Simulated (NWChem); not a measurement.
Program: NWChem. System: FGa, charge 0, spin multiplicity 1, at a geometry optimised with B3LYP/def2-SVP. The structure started from a generated list of species. Level: B3LYP/6-311G** (spherical d), VWN1-RPA local correlation.

Input file:

```
start mol
memory heap 200 mb stack 900 mb global 1100 mb
geometry units angstroms nocenter noautoz
  Ga     0.000000     0.000000    -0.401861
  F      0.000000     0.000000     1.384188
  symmetry group C2v
end
basis spherical
  * library 6-311g**
end
dft
  xc b3lyp
  semidirect memsize 60000000 filesize 0
  iterations 100
end
task dft energy
```

Part of the output:

```
             Northwest Computational Chemistry Package (NWChem) 7.3.0
             --------------------------------------------------------

                                NWChem Input Module
                                -------------------

 Scaling coordinates for geometry "geometry" by  1.889725989
 (inverse scale =  0.529177249)

 Turning off AUTOSYM since
 SYMMETRY directive was detected!

                             Geometry "geometry" -> ""
                             -------------------------

 Output coordinates in angstroms (scale by  1.889725989 to convert to a.u.)

  No.       Tag          Charge          X              Y              Z
 ---- ---------------- ---------- -------------- -------------- --------------
    1 Ga                  31.0000     0.00000000     0.00000000    -0.40186100
    2 F                    9.0000     0.00000000     0.00000000     1.38418800

 Effective nuclear repulsion energy (a.u.)      82.6631590012

            Nuclear Dipole moment (a.u.)
            ----------------------------
        X                 Y               Z
 ---------------- ---------------- ----------------
     0.0000000000     0.0000000000     0.0000018897

      Symmetry information
      --------------------

 Group name             C2v
 Group number             16
 Group order               4
 No. of unique centers     2

      Symmetry unique atoms

     1    2


 Summary of "ao basis" -> "" (spherical)
 ------------------------------------------------------------------------------
       Tag                 Description            Shells   Functions and Types
 ---------------- ------------------------------  ------  ---------------------
 *                          6-311g**                  on all atoms

                                 NWChem DFT Module
                                 -----------------

 Summary of "ao basis" -> "ao basis" (spherical)
 ------------------------------------------------------------------------------
       Tag                 Description            Shells   Functions and Types
 ---------------- ------------------------------  ------  ---------------------
 Ga                         6-311g**                18       44   8s7p3d
 F                          6-311g**                 8       18   4s3p1d

 Summary of "ao basis" -> "ao basis" (spherical)
 ------------------------------------------------------------------------------
       Tag                 Description            Shells   Functions and Types
 ---------------- ------------------------------  ------  ---------------------
 Ga                         6-311g**                18       44   8s7p3d
 F                          6-311g**                 8       18   4s3p1d

      Symmetry analysis of basis
      --------------------------

        a1         30
        a2          4
        b1         14
        b2         14

            General Information
            -------------------
          SCF calculation type: DFT
          Wavefunction type:  closed shell.
          No. of atoms     :     2
          No. of electrons :    40
           Alpha electrons :    20
            Beta electrons :    20
          Charge           :     0
          Spin multiplicity:     1
          Use of symmetry is: on ; symmetry adaption is: on
          Maximum number of iterations: 100
          AO basis - number of functions:    62
                     number of shells:    26
          Convergence on energy requested:  1.00D-06
          Convergence on density requested:  1.00D-05
[...]
 !! scf_movecs_sym_adapt:   28 vectors were symmetry contaminated

  Symmetry fudging

 !! scf_movecs_sym_adapt:   28 vectors were symmetry contaminated

 d= 0,ls=0.0,diis     7  -2024.7961602187 -4.48D-05  1.89D-05  1.54D-06     1.2

 !! scf_movecs_sym_adapt:   28 vectors were symmetry contaminated

  Symmetry fudging

 !! scf_movecs_sym_adapt:   28 vectors were symmetry contaminated

 d= 0,ls=0.0,diis     8  -2024.7961600936  1.25D-07  9.78D-06  4.04D-06     1.2

         Total DFT energy =    -2024.796160093566
      One electron energy =    -2989.082155828346
           Coulomb energy =      967.231485155449
    Exchange-Corr. energy =      -85.608648421858
 Nuclear repulsion energy =       82.663159001190

 Numeric. integr. density =       39.999995387430

     Total iterative time =      0.8s

                  Occupations of the irreducible representations
                  ----------------------------------------------

                     irrep           alpha         beta
                     --------     --------     --------
                     a1               11.0         11.0
                     a2                1.0          1.0
                     b1                4.0          4.0
                     b2                4.0          4.0

                       DFT Final Molecular Orbital Analysis
                       ------------------------------------

 Vector   18  Occ=2.000000D+00  E=-3.666795D-01  Symmetry=b1
              MO Center= -1.3D-15,  1.1D-15,  1.3D+00, r^2= 6.5D-01
   Bfn.  Coefficient  Atom+Function         Bfn.  Coefficient  Atom+Function
  ----- ------------  ---------------      ----- ------------  ---------------
    51      0.427853  2 F  px                55      0.427363  2 F  px
    47      0.306839  2 F  px                24      0.082290  1 Ga px
    33      0.074009  1 Ga d  1              21      0.061341  1 Ga px
    43     -0.051819  1 Ga d  1              15     -0.045380  1 Ga px
    27      0.042569  1 Ga px

 Vector   19  Occ=2.000000D+00  E=-3.666795D-01  Symmetry=b2
              MO Center=  2.3D-15,  3.6D-15,  1.3D+00, r^2= 6.5D-01
   Bfn.  Coefficient  Atom+Function         Bfn.  Coefficient  Atom+Function
  ----- ------------  ---------------      ----- ------------  ---------------
    52      0.427853  2 F  py                56      0.427363  2 F  py
    48      0.306839  2 F  py                25      0.082290  1 Ga py
    31     -0.074009  1 Ga d -1              22      0.061341  1 Ga py
    41      0.051819  1 Ga d -1              16     -0.045380  1 Ga py
    28      0.042569  1 Ga py

 Vector   20  Occ=2.000000D+00  E=-2.810133D-01  Symmetry=a1
              MO Center= -3.7D-15, -1.5D-15, -4.1D-01, r^2= 2.5D+00
   Bfn.  Coefficient  Atom+Function         Bfn.  Coefficient  Atom+Function
  ----- ------------  ---------------      ----- ------------  ---------------
     7      0.564791  1 Ga s                  8      0.428516  1 Ga s
     6     -0.270646  1 Ga s                 57      0.240211  2 F  pz
    53      0.229156  2 F  pz                 5     -0.168661  1 Ga s
    49      0.162568  2 F  pz                26     -0.160752  1 Ga pz
    23     -0.136993  1 Ga pz                 4      0.107345  1 Ga s

 Vector   21  Occ=0.000000D+00  E=-5.960974D-02  Symmetry=b2
              MO Center= -1.6D-15,  9.0D-16, -4.5D-01, r^2= 4.3D+00
   Bfn.  Coefficient  Atom+Function         Bfn.  Coefficient  Atom+Function
  ----- ------------  ---------------      ----- ------------  ---------------
    28      0.467603  1 Ga py                25      0.443880  1 Ga py
    22      0.255038  1 Ga py                16     -0.179452  1 Ga py
    56     -0.153984  2 F  py                52     -0.115005  2 F  py
    48     -0.086403  2 F  py                13      0.068310  1 Ga py
    41     -0.053177  1 Ga d -1              19     -0.041329  1 Ga py

 Vector   22  Occ=0.000000D+00  E=-5.960974D-02  Symmetry=b1
              MO Center=  3.2D-15, -1.3D-16, -4.5D-01, r^2= 4.3D+00
   Bfn.  Coefficient  Atom+Function         Bfn.  Coefficient  Atom+Function
  ----- ------------  ---------------      ----- ------------  ---------------
    27      0.467603  1 Ga px                24      0.443880  1 Ga px
    21      0.255038  1 Ga px                15     -0.179452  1 Ga px
    55     -0.153984  2 F  px                51     -0.115005  2 F  px
    47     -0.086403  2 F  px                12      0.068310  1 Ga px
    43      0.053177  1 Ga d  1              18     -0.041329  1 Ga px

 Vector   23  Occ=0.000000D+00  E= 1.076320D-02  Symmetry=a1
              MO Center= -8.2D-16, -2.6D-16, -4.6D-01, r^2= 7.5D+00
   Bfn.  Coefficient  Atom+Function         Bfn.  Coefficient  Atom+Function
  ----- ------------  ---------------      ----- ------------  ---------------
    29      0.896098  1 Ga pz                54     -0.268291  2 F  s
     7      0.180140  1 Ga s                 23      0.156726  1 Ga pz
    42     -0.143749  1 Ga d  0              50     -0.131710  2 F  s
     8      0.109058  1 Ga s                 26      0.097548  1 Ga pz
    17     -0.092221  1 Ga pz                53      0.090126  2 F  pz

 center of mass
 --------------
 x =   0.00000000 y =   0.00000000 z =  -0.03011542

 moments of inertia (a.u.)
 ------------------
         169.658136219195           0.000000000000           0.000000000000
           0.000000000000         169.658136219195           0.000000000000
           0.000000000000           0.000000000000           0.000000000000

     Multipole analysis of the density
     ---------------------------------

     L   x y z        total         alpha         beta         nuclear
     -   - - -        -----         -----         ----         -------
     0   0 0 0     -0.000000    -20.000000    -20.000000     40.000000

     1   1 0 0      0.000000      0.000000      0.000000      0.000000
     1   0 1 0     -0.000000     -0.000000     -0.000000      0.000000
     1   0 0 1     -0.863234     -0.431618     -0.431618      0.000002

     2   2 0 0    -14.098119     -7.049059     -7.049059      0.000000
     2   1 1 0     -0.000000     -0.000000     -0.000000      0.000000
     2   1 0 1     -0.000000     -0.000000     -0.000000      0.000000
     2   0 2 0    -14.098119     -7.049059     -7.049059      0.000000
     2   0 1 1      0.000000      0.000000      0.000000      0.000000
     2   0 0 2    -18.792720    -49.124536    -49.124536     79.456352

 Task  times  cpu:        1.2s     wall:        1.2s

 Total times  cpu:        1.2s     wall:        1.2s
```
